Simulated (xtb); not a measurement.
C5H9O2, charge +2, doublet, at a GFN2-xTB geometry of the parent state (a state made from the parent by changing its charge; the spin is typed, not shown lowest); GFN1-xTB (xtb).

The xtb input:
```
$ xtb mol.xyz --gfn 1 --chrg 2 --uhf 1 --json

# file mol.xyz
16

C     -1.93226118    -0.87877838    -1.08309144
C     -1.16615806    -0.14511909    -0.07081910
C     -1.75632854     1.22564485     0.26526519
O      0.19073755     0.01307569    -0.54660046
C      1.17683098    -0.11673203     0.33964215
C      2.51978152     0.05901122    -0.32114520
O      1.00976696    -0.36191531     1.50618197
H     -1.44871035    -1.62616847    -1.67889592
H     -2.96093549    -0.64248765    -1.26083837
H     -1.08549622    -0.72327435     0.87341570
H     -1.76997595     1.85092644    -0.62406514
H     -2.77012522     1.10472935     0.63505391
H     -1.15615889     1.71025297     1.03154598
H      2.90572232    -0.92450228    -0.58295465
H      2.41993657     0.65210946    -1.22451736
H      3.21051858     0.52497187     0.37549431
```

Output, abridged:

```
   ID    Z sym.   atoms
    1    6 C      1-3, 5, 6
    2    8 O      4, 7
    3    1 H      8-16

           -------------------------------------------------
          |                Calculation Setup                |
           -------------------------------------------------

           -------------------------------------------------
          |                 G F N 1 - x T B                 |
           -------------------------------------------------

          ...................................................
          :                      SETUP                      :
          :.................................................:
          :  # basis functions                  46          :
          :  # atomic orbitals                  46          :
          :  # shells                           32          :
          :  # electrons                        39          :
          :  # halogen bonds                     0          :
          :  max. iterations                   250          :
          :  Hamiltonian                  GFN1-xTB          :
          :  restarted?                      false          :
          :  GBSA solvation                  false          :
          :  PC potential                    false          :
          :  electronic temp.          300.0000000     K    :
          :  accuracy                    1.0000000          :
          :  -> integral cutoff          0.2500000E+02      :
          :  -> integral neglect         0.1000000E-07      :
          :  -> SCF convergence          0.1000000E-05 Eh   :
          :  -> wf. convergence          0.2000000E-04 e    :
          :  Broyden damping             0.4000000          :
          :  net charge                          2          :
          :  unpaired electrons                  1          :
          ...................................................

 iter      E             dE          RMSdq      gap      omega  full diag
   1    -23.5387767 -0.235388E+02  0.735E+00    3.21       0.0  T
   2    -23.6275372 -0.887605E-01  0.455E+00    1.61       1.0  T
   3    -23.1451000  0.482437E+00  0.444E+00    0.59       1.0  T
   4    -23.6275201 -0.482420E+00  0.251E+00    3.59       1.0  T
   5    -23.7456194 -0.118099E+00  0.615E-01    1.99       1.0  T
   6    -23.6738591  0.717603E-01  0.128E+00    1.75       1.0  T
   7    -23.7450985 -0.712395E-01  0.549E-01    1.79       1.0  T
   8    -23.7476800 -0.258146E-02  0.408E-01    1.68       1.0  T
   9    -23.7505204 -0.284045E-02  0.276E-01    1.63       1.0  T
  10    -23.7537532 -0.323277E-02  0.294E-02    1.64       1.0  T
  11    -23.7528095  0.943772E-03  0.145E-01    1.65       1.0  T
  12    -23.7536239 -0.814459E-03  0.532E-02    1.65       1.0  T
  13    -23.7537547 -0.130802E-03  0.142E-02    1.65       1.8  T
  14    -23.7537596 -0.485160E-05  0.878E-03    1.65       2.8  T
  15    -23.7537634 -0.382203E-05  0.343E-04    1.65      72.9  T
  16    -23.7537634  0.237236E-07  0.727E-04    1.65      34.4  T
  17    -23.7537634 -0.129715E-07  0.533E-04    1.65      46.9  T
  18    -23.7537634 -0.104321E-07  0.269E-04    1.65      92.8  T
  19    -23.7537634 -0.353214E-08  0.116E-05    1.65    2157.5  T
  20    -23.7537634 -0.142109E-13  0.112E-05    1.65    2240.8  T

   *** convergence criteria satisfied after 20 iterations ***

         :::::::::::::::::::::::::::::::::::::::::::::::::::::
         ::                     SUMMARY                     ::
         :::::::::::::::::::::::::::::::::::::::::::::::::::::
         :: total energy             -23.496218423982 Eh    ::
         :: gradient norm              0.078746061574 Eh/a0 ::
         :: HOMO-LUMO gap              1.648285705911 eV    ::
         ::.................................................::
         :: SCC energy               -23.753763389059 Eh    ::
         :: -> electrostatic           0.467580082777 Eh    ::
         :: repulsion energy           0.263085963462 Eh    ::
         :: dispersion energy         -0.005540998385 Eh    ::
         :: halogen bond corr.         0.000000000000 Eh    ::
         :: add. restraining           0.000000000000 Eh    ::
         :: total charge               2.000000000000 e     ::
         :::::::::::::::::::::::::::::::::::::::::::::::::::::

           -------------------------------------------------
          |                Property Printout                |
           -------------------------------------------------

    * Orbital Energies and Occupations

         #    Occupation            Energy/Eh            Energy/eV
      -------------------------------------------------------------
         1        2.0000           -1.2556923             -34.1691
       ...           ...                  ...                  ...
         8        2.0000           -1.0324875             -28.0954
         9        2.0000           -1.0112938             -27.5187
        10        2.0000           -0.9935625             -27.0362
        11        2.0000           -0.9754463             -26.5432
        12        2.0000           -0.9628514             -26.2005
        13        2.0000           -0.9533511             -25.9420
        14        2.0000           -0.9462680             -25.7493
        15        2.0000           -0.9072291             -24.6870
        16        2.0000           -0.8972868             -24.4164
        17        2.0000           -0.8947192             -24.3465
        18        1.9994           -0.8892248             -24.1970
        19        1.9179           -0.8845289             -24.0693
        20        1.0828           -0.8799510             -23.9447 (HOMO)
        21                         -0.8193776             -22.2964 (LUMO)
        22                         -0.6715130             -18.2728
        23                         -0.5161414             -14.0449
        24                         -0.4963988             -13.5077
        25                         -0.4903750             -13.3438
        26                         -0.4825876             -13.1319
        27                         -0.4637869             -12.6203
        28                         -0.4210577             -11.4576
        29                         -0.4170423             -11.3483
        30                         -0.4144636             -11.2781
        31                         -0.4112734             -11.1913
       ...                                ...                  ...
        46                          0.3103911               8.4462
      -------------------------------------------------------------
                  HL-Gap            0.0605734 Eh            1.6483 eV
             Fermi-level           -0.8659501 Eh          -23.5637 eV

  Mulliken/CM5 charges         n(s)   n(p)   n(d)
     1C     0.24947  0.14614   1.215  2.536  0.000
     2C     0.23337  0.19282   1.051  2.716  0.000
     3C    -0.05812 -0.20519   1.054  3.004  0.000
     4O    -0.35304 -0.43321   1.686  4.667  0.000
     5C     0.64926  0.70001   0.977  2.374  0.000
     6C    -0.00968 -0.15019   1.068  2.942  0.000
     7O    -0.27404 -0.32751   1.727  4.547  0.000
     8H     0.18946  0.24587   0.811  0.000  0.000
     9H     0.18482  0.23941   0.815  0.000  0.000
    10H     0.22399  0.29721   0.776  0.000  0.000
    11H     0.15443  0.20916   0.846  0.000  0.000
    12H     0.15405  0.20706   0.846  0.000  0.000
    13H     0.14493  0.20033   0.855  0.000  0.000
    14H     0.17713  0.23178   0.823  0.000  0.000
    15H     0.16540  0.22252   0.835  0.000  0.000
    16H     0.16855  0.22378   0.831  0.000  0.000

Wiberg/Mayer (AO) data.
largest (>0.10) Wiberg bond orders for each atom

 ---------------------------------------------------------------------------
     #   Z sym  total        # sym  WBO       # sym  WBO       # sym  WBO
 ---------------------------------------------------------------------------
     1   6 C    3.471 --     2 C    1.259     9 H    0.952     8 H    0.948
                            10 H    0.131
     2   6 C    3.863 --     1 C    1.259     3 C    0.924     4 O    0.864
                            10 H    0.775
     3   6 C    3.866 --    13 H    0.937     2 C    0.924    11 H    0.904
                            12 H    0.899
     4   8 O    2.233 --     5 C    1.127     2 C    0.864     7 O    0.120
     5   6 C    3.785 --     7 O    1.768     4 O    1.127     6 C    0.791
     6   6 C    3.753 --    16 H    0.941    15 H    0.914    14 H    0.899
                             5 C    0.791     7 O    0.118
     7   8 O    2.201 --     5 C    1.768     4 O    0.120     6 C    0.118
     8   1 H    0.965 --     1 C    0.948
     9   1 H    0.965 --     1 C    0.952
    10   1 H    0.947 --     2 C    0.775     1 C    0.131
    11   1 H    0.942 --     3 C    0.904
    12   1 H    0.947 --     3 C    0.899
    13   1 H    0.949 --     3 C    0.937
    14   1 H    0.963 --     6 C    0.899
    15   1 H    0.964 --     6 C    0.914
    16   1 H    0.966 --     6 C    0.941
 ---------------------------------------------------------------------------

Topologies differ in total number of bonds
Writing topology from bond orders to xtbtopo.mol

 dipole moment from electron density (au)
     X       Y       Z
  -1.4063  -0.4939  -1.5318  total (Debye):    5.432

           -------------------------------------------------
          | TOTAL ENERGY              -23.496218423982 Eh   |
          | GRADIENT NORM               0.078746061574 Eh/α |
          | HOMO-LUMO GAP               1.648285705911 eV   |
           -------------------------------------------------

normal termination of xtb
```
